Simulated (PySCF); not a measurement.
Trifluoromethylgermane, CH₃F₃Ge.
Structure used (PBE0-D3(BJ)/def2-SVP), in Å, numbered top down from 1:
```xyz
8
CH3F3Ge angstrom
F      1.6045   -0.2207   -1.0704
C      0.9775   -0.1077    0.1077
F      1.5212    0.9341    0.7496
F      1.2625   -1.2071    0.8177
Ge    -0.9922    0.1139   -0.1215
H     -1.2290    1.3869   -0.9412
H     -1.5102   -1.1277   -0.8560
H     -1.6078    0.2291    1.2775
```

The closed-shell ground state was solved at several levels (PySCF, density fitting, gas phase). The calculation is non-relativistic and has no spin–orbit coupling, an omission that weighs most on germanium.

```csv
level,basis functions,HOMO (eV),LUMO (eV),gap (eV),dipole (D)
CAM-B3LYP/def2-SVPD,151,-10.94,0.71,11.65,2.30
B3LYP/pcJ-1 (pcSseg-1 on Ge),179,-9.16,0.23,9.39,2.07
PBE/pcSseg-2,249,-7.91,-0.60,7.31,1.89
```

(1) Estimate the row for PBE0/pcSseg-1, a basis of 124 functions; the other rows only guide the guess.

(2) Over all these levels, which gives the widest orbital gap and which the narrowest?

(3) How far do the dipole and the HOMO energy spread over the levels?

Answers

(1) HOMO -9.40 eV, LUMO 0.49 eV, gap 9.89 eV, dipole 2.10 D.

(2) CAM-B3LYP/def2-SVPD (range-separated hybrid) has the widest, 11.65 eV, and PBE/pcSseg-2 (GGA) the narrowest, 7.31 eV. Functional and basis both differ between the two, so the spread mixes both effects.

(3) The dipole runs from 1.89 to 2.30 D (mean 2.09 D) and the HOMO from -10.94 to -7.91 eV.
